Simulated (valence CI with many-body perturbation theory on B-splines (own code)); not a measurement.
**Te XXXI: calculated level list**

Computed by relativistic CI+MBPT: four valence electrons over a frozen Dirac-Fock core [Ar], a basis of 7 s, 7 p, 8 d, 6 f, 4 g, 1 h functions for each j, with the one-electron correlation potential Σ1 (screened to all orders), the two-electron term Σ2, the three-electron term Σ3, Breit, model QED; selected single and double excitations, second order for the rest, scaled by the run's own slope (own B-spline code, finite nucleus).

No measured spectrum was set against this ion. As an estimate, large intervals hold to a few tenths of a per cent, small ones and those within an open d or f shell to about a per cent. Only levels of the ground parity were solved; by the run's estimate the other parity begins above the list, which can be wrong where configurations are misplaced.

Levels 1 to 34 of 34, with energies above the lowest level, (3d3/2^4) J=0. "Leading %" is the weight of the configuration and term that name the level; weights of strongly mixed levels are sums over their largest components and can fall short. In the jj column 3d3/2^4 stands for four electrons in 3d with j = 3/2. Lifetimes count E1, E2, E3, M1 and M2 decay at the calculated energies, and are blank where another channel may lead or the interval is too uncertain; long ones can be off by a factor of two.

| No. | Configuration | Term | J | E (cm⁻¹) | Leading % | Lifetime | Leading jj |
| --- | --- | --- | --- | --- | --- | --- | --- |
| 1 | 3d4 | 3P | 0 | 0 | 47 |  | 3d3/2^4 (90 %) |
| 2 | 3d4 | 5D | 1 | 61611 | 75 | 129 μs | 3d3/2^3 3d5/2 (92 %) |
| 3 | 3d4 | 5D | 2 | 100900 | 81 | 412 μs | 3d3/2^3 3d5/2 (52 %) |
| 4 | 3d4 | 3F | 4 | 122880 | 32 | 18600 s | 3d3/2^3 3d5/2 (82 %) |
| 5 | 3d4 | 5D | 3 | 123150 | 67 | 2.71 ms | 3d3/2^3 3d5/2 (52 %) |
| 6 | 3d4 | 5D | 0 | 176100 | 52 | 18.8 μs | 3d3/2^2 3d5/2^2 (87 %) |
| 7 | 3d4 | 3H | 4 | 186360 | 45 | 103 μs | 3d3/2^2 3d5/2^2 (76 %) |
| 8 | 3d4 | 3G | 3 | 207230 | 58 | 64.4 μs | 3d3/2^2 3d5/2^2 (59 %) |
| 9 | 3d4 | 3F | 2 | 209090 | 51 | 38.3 μs | 3d3/2^2 3d5/2^2 (63 %) |
| 10 | 3d4 | 3H | 5 | 222830 | 72 | 157 μs | 3d3/2^2 3d5/2^2 (99 %) |
| 11 | 3d4 | 3P | 1 | 229540 | 63 | 33.4 μs | 3d3/2^2 3d5/2^2 (78 %) |
| 12 | 3d4 | 3H | 6 | 237170 | 63 | 33.0 ms | 3d3/2^2 3d5/2^2 (95 %) |
| 13 | 3d4 | 3G | 4 | 257040 | 65 | 285 μs | 3d3/2^2 3d5/2^2 (91 %) |
| 14 | 3d4 | 3D | 2 | 263610 | 44 | 198 μs | 3d3/2^2 3d5/2^2 (86 %) |
| 15 | 3d4 | 3D | 3 | 268410 | 42 |  | 3d3/2^2 3d5/2^2 (78 %) |
| 16 | 3d4 | 3F | 4 | 290190 | 40 | 28.3 μs | 3d3/2 3d5/2^3 (66 %) |
| 17 | 3d4 | 1D | 2 | 313910 | 34 | 23.8 μs | 3d3/2^2 3d5/2^2 (57 %) |
| 18 | 3d4 | 3F | 3 | 314370 | 46 | 22.0 μs | 3d3/2 3d5/2^3 (85 %) |
| 19 | 3d4 | 3G | 5 | 333790 | 72 | 51.0 μs | 3d3/2 3d5/2^3 (99 %) |
| 20 | 3d4 | 3D | 1 | 339990 | 76 | 16.1 μs | 3d3/2 3d5/2^3 (84 %) |
| 21 | 3d4 | 1I | 6 | 343100 | 63 | 52.3 μs | 3d3/2 3d5/2^3 (95 %) |
| 22 | 3d4 | 3F | 4 | 362880 | 54 |  | 3d3/2^2 3d5/2^2 (73 %) |
| 23 | 3d4 | 1S | 0 | 374040 | 63 | 24.2 μs | 3d3/2 3d5/2^3 (82 %) |
| 24 | 3d4 | 3P | 2 | 375370 | 59 | 36.7 μs | 3d3/2^2 3d5/2^2 (52 %) |
| 25 | 3d4 | 1F | 3 | 393060 | 50 | 30.4 μs | 3d3/2 3d5/2^3 (89 %) |
| 26 | 3d4 | 3F | 2 | 399200 | 44 | 30.6 μs | 3d3/2^2 3d5/2^2 (54 %) |
| 27 | 3d4 | 1G | 4 | 451390 | 48 | 13.3 μs | 3d5/2^4 (67 %) |
| 28 | 3d4 | 3F | 3 | 457640 | 72 |  | 3d3/2 3d5/2^3 (98 %) |
| 29 | 3d4 | 3P | 1 | 462380 | 96 | 20.8 μs | 3d3/2 3d5/2^3 (94 %) |
| 30 | 3d4 | 1D | 2 | 466940 | 44 | 21.0 μs | 3d5/2^4 (49 %) |
| 31 | 3d4 | 3P | 0 | 479270 | 70 |  | 3d3/2^2 3d5/2^2 (58 %) |
| 32 | 3d4 | 1G | 4 | 481570 | 56 | 20.2 μs | 3d3/2 3d5/2^3 (75 %) |
| 33 | 3d4 | 1D | 2 | 565700 | 81 | 15.0 μs | 3d3/2 3d5/2^3 (43 %) |
| 34 | 3d4 | 1S | 0 | 689380 | 83 | 7.50 μs | 3d5/2^4 (54 %) |

The ionisation energy to 3d3 4F_3/2 of the next ion comes out as 1803.4 eV (NIST: 1803 ± 4 eV (theoretical)). All 34 levels together are meant to be complete up to 716960 cm⁻¹.
